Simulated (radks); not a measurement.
Results of a calculation; reference values are marked as such.
Q: The mean radii <r> (bohr) of the occupied orbitals of an atom or ion are listed with their occupations. Level of theory: non-relativistic Kohn-Sham, SOGGA, spin-unpolarised, spherical densities, point nucleus (a radial shooting solver on a logarithmic mesh with Libxc functionals).

orbital  occ.     <r>
1s          2  0.1207
2s          2  0.6285
2p          6  0.6037
3s          2   2.386

Name the element and its charge.

A: Z = 13, aluminium, charge +1: Al+ in [Ne] 3s2. The 1s radius gives Z: for a bare nucleus <r> = 1.5/Z, 0.1154 bohr for Z = 13, and screening makes it slightly larger (0.1207 here). The occupations add up to 12, and the charge is Z minus that.
